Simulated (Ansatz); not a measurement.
## Ligand exchange: GeH2(CH3)(SH) + C3H9BS → GeH2(SH)2 + C4H11B

Species: GeH2(CH3)(SH), singlet; C3H9BS `CC(C)BS`, singlet; GeH2(SH)2, singlet; C4H11B `CBC(C)C`, singlet. The partners trade CH3 for SH: Ge–CH3 and B–SH bonds give way to Ge–SH and B–CH3.

Shapes, held fixed at every level: PBE0-D4/def2-TZVP. Flexible molecules stand in one conformer, not always the lowest. Programs: Ansatz 0.2.0. The zero-point and thermal change to 298 K, harmonic and unscaled (PBE0-D4/def2-TZVP), is -2.9 kJ/mol.

Question: Estimate ΔH(298 K) of this reaction.

Answer: The highest level, CCSD(T)/def2-TZVPP, gives ΔH(298 K) = +40.0 kJ/mol; the levels span +25.8 to +46.1. The column of differences is taken from that level and isn't an error. No measured value is set beside it here. Relativity is left out for Ge. Outer-core shells of Ge are correlated in most correlated rows, in sets that cover them unevenly.

```json
{"level": "HF/def2-SVP", "kind": "Hartree–Fock", "ΔH(298 K) (kJ/mol)": "+29.0", "less CCSD(T)/def2-TZVPP": "-11.0"}
{"level": "HF/def2-TZVPP", "kind": "Hartree–Fock", "ΔH(298 K) (kJ/mol)": "+25.8", "less CCSD(T)/def2-TZVPP": "-14.2"}
{"level": "B3LYP-D4/def2-TZVPP", "kind": "global hybrid", "ΔH(298 K) (kJ/mol)": "+31.3", "less CCSD(T)/def2-TZVPP": "-8.7"}
{"level": "PBE0-D4/def2-TZVPP", "kind": "global hybrid", "ΔH(298 K) (kJ/mol)": "+32.8", "less CCSD(T)/def2-TZVPP": "-7.2"}
{"level": "MP2/def2-SVP", "kind": "perturbation theory", "ΔH(298 K) (kJ/mol)": "+46.1", "less CCSD(T)/def2-TZVPP": "+6.1"}
{"level": "CCSD(T)/def2-SVP", "kind": "coupled cluster or CI", "ΔH(298 K) (kJ/mol)": "+45.5", "less CCSD(T)/def2-TZVPP": "+5.5"}
{"level": "CCSD/def2-TZVPP", "kind": "coupled cluster or CI", "ΔH(298 K) (kJ/mol)": "+37.5", "less CCSD(T)/def2-TZVPP": "-2.5"}
{"level": "CCSD(T)/def2-TZVPP", "kind": "coupled cluster or CI", "ΔH(298 K) (kJ/mol)": "+40.0", "less CCSD(T)/def2-TZVPP": "0.0"}
```
